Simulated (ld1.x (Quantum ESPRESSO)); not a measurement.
# Before and after: TM potential for P (Z = 15)

- Element: P
- Generator: ld1.x (Quantum ESPRESSO) 7.5
- Type: norm-conserving Troullier–Martins (Kleinman–Bylander form)
- Functional: PBEsol
- Relativity: scalar-relativistic
- Frozen core: [Ne]
- Valence charge: 5
- Reference configuration: 3s2 3p3
- Partial waves: 3p (bound): rc 1.20 bohr; 3s (bound): rc 1.40 bohr
- Local potential: the s channel
- Core correction: none

Change: wave 3p (bound): rc 1.20 bohr becomes 3p (bound): rc 0.96 bohr.

Cutoffs: the cutoffs (Ry, on a coarse ladder) from which the occupation-weighted sum of valence levels, in a spherical-Bessel basis at the reference potential, stays within 10 and 1 mRy of its value at 400 Ry; they do not see the model core or the augmentation charge, which bear on the density cutoff. Errors are all-electron minus pseudo energies relative to the spin-unpolarised reference configuration.

Problem. How do hardness, ghosts and transferability respond?

Solution. Of the 7 tests that both files solve, the error grows in 5 and shrinks in 0 by more than 15 % and 0.3 meV (median size 3.9 → 32.4 meV); the range in which the p phases agree narrows (upper end 2.1 → 0.9); neither file shows a bound ghost. That the errors move this way runs against the usual rule that smaller radii transfer better.

```csv
quantity,base,changed
"cutoff, loose",70 Ry,300 Ry
"cutoff, tight",100 Ry,over 300 Ry
loose cutoff by channel (10 mRy a level),"p 60 Ry, s 18 Ry","p 260 Ry, s 18 Ry"
bound ghosts,none,none
"error for 3s2 3p2, meV [ΔE 9.70 eV]",+2.7,+5.5
"error for 3s2 3p1, meV [ΔE 28.81 eV]",+17,+35
"error for 3s2 3p0, meV [ΔE 58.52 eV]",+56,+162
"error for 3s2 3p2.5, meV [ΔE 3.76 eV]",+0.5,+1.1
"error for 3s2 3p3.3, meV [ΔE -1.30 eV]",+0.2,+0.2
"error for 3s1 3p4, meV [ΔE 8.51 eV]",+3.9,+32
"error for 3s1 3p0, meV [ΔE 110.43 eV]",+190,+217
s: phases at 1.55 bohr within 0.05 rad from the reference energy up to (Ry; the scan ends near 5),to the end of the scan,to the end of the scan
p: phases at 1.55 bohr within 0.05 rad from the reference energy up to (Ry; the scan ends near 5),2.1,0.9
```
